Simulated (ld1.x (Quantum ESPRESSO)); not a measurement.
**What one change does to a pseudopotential (strontium (Sr), PAW)**

ld1.x (Quantum ESPRESSO) 7.5 input, shortened:

```
&input
   title='Sr', zed=38., rel=1, dft='PBE', iswitch=3,
   config='[Kr] 4d0 5s0.5 5p0'
 /
 &inputp
   pseudotype=3, lpaw=.true., tm=.true., lloc=-1, rcloc=2.70,
   nlcc=.true., new_core_ps=.true.,
   which_augfun='PSQ', rmatch_augfun_nc=.true.
 /
6
4S  1  0   2.00   0.00  1.95  2.15  0.0
5S  2  0   0.50   0.00  1.95  2.15  0.0
4P  2  1   6.00   0.00  2.00  2.35  0.0
5P  3  1   0.00   0.00  2.00  2.35  0.0
4D  3  2   0.00   0.00  2.60  3.45  0.0
4D  3  2   0.00   0.10  2.60  3.45  0.0
 &test
   configts(1)='4s2 4p6 4d0 5s0.5 5p0'
 /
```

Change: all radii but the core radius scaled by about 1.28 (s 2.76, p 3.02, d 4.42 bohr, rcut 2.50/2.56/3.34); local potential all-electron potential smoothed inside 3.46 bohr (lloc = -1).

Cutoffs: the cutoffs (Ry, on a coarse ladder) from which the occupation-weighted sum of valence levels, in a spherical-Bessel basis at the reference potential, stays within 10 and 1 mRy of its value at 400 Ry; they do not see the model core or the augmentation charge, which bear on the density cutoff. Errors are all-electron minus pseudo energies relative to the spin-unpolarised reference configuration.

What does the change do?

The potential gets softer (15 Ry and 25 Ry → 10 Ry and 15 Ry); the number of tests with a reliable result goes from 7 to 0 (the test run of the changed file stopped, so its transferability is not established); neither file shows a bound ghost. A larger radius leaves more room for a smooth pseudo-wave, so fewer plane waves are needed.

```tsv
quantity	base	changed
cutoff, loose	15 Ry	10 Ry
cutoff, tight	25 Ry	15 Ry
loose cutoff by channel (10 mRy a level)	s 12 Ry, p 12 Ry	s 12 Ry, p 6 Ry
bound ghosts	none	none
tests with a reliable result	7 of 7	0 of 7 (the test run stopped)
lowest overlap eigenvalue by channel	s 0.19, p 0.15, d 0.21	s 0.13, p 0.10, d 0.78
```

Changed file: The cutoffs count occupied waves only; the empty 5p level needs 15 Ry at the loose tolerance.
